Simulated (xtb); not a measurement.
H3NOSi, SMILES N[Si]O (connectivity only; charge and spin as stated), neutral, multiplicity 1. All values are semi-empirical tight-binding results from xtb (GFN2-xTB unless named), good for trends rather than for accurate numbers. Geometry optimised at GFN2-xTB. One conformer was computed; it need not be the lowest.

Optimised geometry:

Bonded distances (Å): Si1–O2 1.626, Si1–N4 1.718, O2–H3 0.960, N4–H5 1.014, N4–H6 1.005. Angles (°): O2–Si1–N4 102.7, Si1–O2–H3 125.4, Si1–N4–H5 125.6, Si1–N4–H6 122.8, H5–N4–H6 111.7.

The point group as xtb finds it is Cs, the orbital gap comes out as 3.78 eV and the dipole moment comes out as 2.53 D. The zero-point energy comes out as 23.6 kcal/mol. The G − E(el) at 298.15 K (modified RRHO) is 7.2 kcal/mol and the static polarisability (D4 model) comes out as 49.2 bohr³. The solvation energy, GFN2-xTB/ALPB(water) comes out as -2.1 kcal/mol and the solvation energy, GFN2-xTB/ALPB(acetone) is -2.6 kcal/mol.

Computed atomic charges and the Wiberg bond orders between heavy atoms:
charges (e) Si1 0.40, O2 -0.50, H3 0.27, N4 -0.42, H5 0.13, H6 0.12. Bond orders Si1–O2 1.22, Si1–N4 1.22.
